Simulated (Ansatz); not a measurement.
Calculated with Ansatz (gas phase, PBE0-D4/def2-TZVP geometries, no zero-point term in ΔE). CBS: MP2 limit from def2 TZ/QZ plus the TZ coupled-cluster correction, frozen cores. This one scheme is used for every species, atoms too. For atomizations the MP2-based limit and the directly extrapolated one differ by several kJ/mol either way, and by 10 to 25 for some Ge, Se and Sn compounds, so smaller differences from it don't rank the levels. DFT in def2-TZVPP. B3LYP here is the variant with VWN-RPA as its local correlation; programs differ in this. No spin–orbit coupling; open shells (•) take unrestricted orbitals. Spin–orbit coupling would lower the free atoms: a little for O, S, Si; strongly for Sn. def2 core potentials past Kr. Bonds to Sn are less sure, by a few kJ/mol each and by 10 to 20 or more in all where they break to atoms, as the def2 sets lack core-valence functions. One conformer a species, not always the lowest.

Reaction (atomization): `O[SiH](S)[SnH3]` → 6 H• + O• + S• + Si• + Sn•

CCSD(T)/CBS gives +704.6 kcal/mol.

Task: Another level gave +697.5 kcal/mol. Which?
A. r2SCAN/def2-TZVPP
B. r2SCAN0-D4/def2-TZVPP
C. B3LYP-D4/def2-TZVPP
D. r2SCAN-D4/def2-TZVPP

Result: A. r2SCAN 697.5, r2SCAN-D4 698.9, r2SCAN0-D4 688.5, B3LYP-D4 693.7 kcal/mol.

Largest T1 diagnostic among the species: 0.013.

From BLYP to BHLYP (50 % exact exchange), in def2-TZVPP and without D4, ΔE moves by −6.7 kcal/mol: exact exchange takes away binding that semilocal exchange gives to molecules. In def2-TZVPP, CCSD(T) changes the Hartree–Fock value by +189.8 kcal/mol (the triples alone add +10.4 kcal/mol) and MP2 by +188.6 kcal/mol; breaking electron pairs costs correlation energy, which Hartree–Fock lacks.
